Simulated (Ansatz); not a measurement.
The molecule ScH, closed-shell singlet (the spin of the measured ground state). No spin–orbit coupling. Sc is treated without relativity.

D_e counts from the fitted minimum to each atom's lowest state at the same level, without counterpoise. The singlet is restricted.

Correlated levels freeze the inner cores; with def2 sets outer-core shells near the valence are correlated too. CBS: X⁻³ extrapolation of the correlation energy, Hartree–Fock from the larger set.

Programs: Ansatz (Gaussian orbitals). 

Q: What bond energy D_e does PBE0/def2-TZVPP give?

A: 50.5 kcal/mol

Q: Predict the bond energy D_e from CCSD(T)/CBS(def2-TZVPP, def2-QZVPP).

A: 55.2 kcal/mol

Q: Give the bond energy D_e at the level CCSD/def2-QZVPP.

A: 52.8 kcal/mol

Doubts at one or more of the structures used: a restricted determinant that unrestricted orbitals would lower (CCSD/def2-QZVPP, CCSD(T)/CBS(def2-TZVPP, def2-QZVPP)).

Ansatz is a first-principles code.
